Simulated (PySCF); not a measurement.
Cyclooctasulfur, S8.
Atom-mapped SMILES: `[S:1]1[S:2][S:3][S:4][S:5][S:6][S:7][S:8]1`

The closed-shell ground state was solved at several levels (PySCF, density fitting, gas phase, non-relativistic). The structure is a single PBE0-D3(BJ)/def2-SVP conformer in the gas phase; no vibrational or solvent corrections. The dipole stays under 0.02 D at every level.

| level | basis functions | HOMO (eV) | LUMO (eV) | gap (eV) |
| --- | --- | --- | --- | --- |
| B3LYP/pcSseg-2 | 344 | -7.46 | -2.45 | 5.01 |
| PBE0/pcSseg-1 | 192 | -7.90 | -2.46 | 5.44 |

Estimate the row for PBE0/def2-SVPD, a basis of 216 functions; the other rows only guide the guess.

HOMO -7.76 eV, LUMO -2.41 eV, gap 5.35 eV.

Over all these levels, which gives the widest orbital gap and which the narrowest?

PBE0/pcSseg-1 (global hybrid, 25 % exact exchange) has the widest, 5.44 eV, and B3LYP/pcSseg-2 (global hybrid, 20 % exact exchange) the narrowest, 5.01 eV. Functional and basis both differ between the two, so the spread mixes both effects.
